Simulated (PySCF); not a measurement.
Zr(Me)2(H)2 (C2H8Zr), SMILES [CH3][ZrH2][CH3], multiplicity 1.

Geometry: B3LYP-D3(BJ)/def2-SVP. The spin state was assumed, not searched. The def2 effective core potentials stand for the cores of Zr; spin–orbit coupling is left out.

All values below come from PBE/def2-TZVPD (PySCF).

Gas-phase values at a fixed geometry.

Computed frontier levels, gap, dipole moment and polarisability:
```
Item                                                                                                           Result
---------------------------------------------------------------------------------------------  ----------------------
highest occupied level                                                                                       -6.55 eV
lowest empty level                                                                                           -2.60 eV
orbital gap                                                                                                   3.95 eV
dipole moment                                                                                                  1.27 D
quadrupole, principal values (traceless, Buckingham form, about the centre of nuclear charge)  -2.71, -0.47, 3.18 D·Å
mean static polarisability                                                                      83.7 bohr³ (12.41 Å³)
polarisability, principal values                                                               74.1, 81.8, 95.3 bohr³
```
